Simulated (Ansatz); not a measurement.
F2Ge, singlet, geometry from GFN2-xTB. Base run: HF/6-31G in Ansatz (a program for electronic structure).

The Ansatz input:
Ansatz 0.2 input:
```yaml
crystal:
  periodic: [false, false, false]
  atoms:
    - {symbol: Ge, position_ang: [0.01332486, -0.01119836, 0.43892087]}
    - {symbol: F, position_ang: [0.62471047, 1.17087434, -0.77062296]}
    - {symbol: F, position_ang: [-0.67208775, -1.13105795, -0.78998457]}
basis:
  gaussian:
    orbitals: 6-31G
hamiltonian:
  xc: hf
```

The bond that is stretched is that between atoms 3 and 1. A test that says stable can miss a lower solution.

Variants of this job, named by their change:

```tsv
change	ΔE vs base (mEh)	<S^2>	stability test says
base	0.000	0.000	minimum (restricted orbitals)
spin_polarized = on; lower_state_search = off	0.000	0.000	undecided (no full test)
spin_polarized = on; lower_state_search = standard	0.000	0.000	minimum
bond × 1.25	60.221	0.000	minimum (restricted orbitals)
spin_polarized = on; lower_state_search = off; bond × 1.25	60.221	0.000	undecided (no full test)
spin_polarized = on; lower_state_search = standard; bond × 1.25	60.221	0.000	minimum
bond × 1.5	129.6	0.000	minimum (restricted orbitals)
spin_polarized = on; lower_state_search = off; bond × 1.5	129.6	0.000	undecided (no full test)
spin_polarized = on; lower_state_search = standard; bond × 1.5	114.0	0.732	minimum
bond × 1.8	188.9	0.000	minimum (restricted orbitals)
spin_polarized = on; lower_state_search = off; bond × 1.8	188.9	0.000	undecided (no full test)
spin_polarized = on; lower_state_search = standard; bond × 1.8	123.8	0.955	minimum
bond × 2.2	240.4	0.000	minimum (restricted orbitals)
spin_polarized = on; lower_state_search = off; bond × 2.2	125.7	0.998	undecided (no full test)
spin_polarized = on; lower_state_search = standard; bond × 2.2	125.2	1.005	minimum
bond × 3.0	292.5	0.000	minimum (restricted orbitals)
spin_polarized = on; lower_state_search = off; bond × 3.0	126.2	1.005	undecided (no full test)
spin_polarized = on; lower_state_search = standard; bond × 3.0	126.1	1.005	minimum
```

Where a bond breaks into two radicals, a solution with restricted orbitals usually stops being the lowest and lies too high; an unrestricted one lies lower at the price of spin contamination, which <S^2> shows.
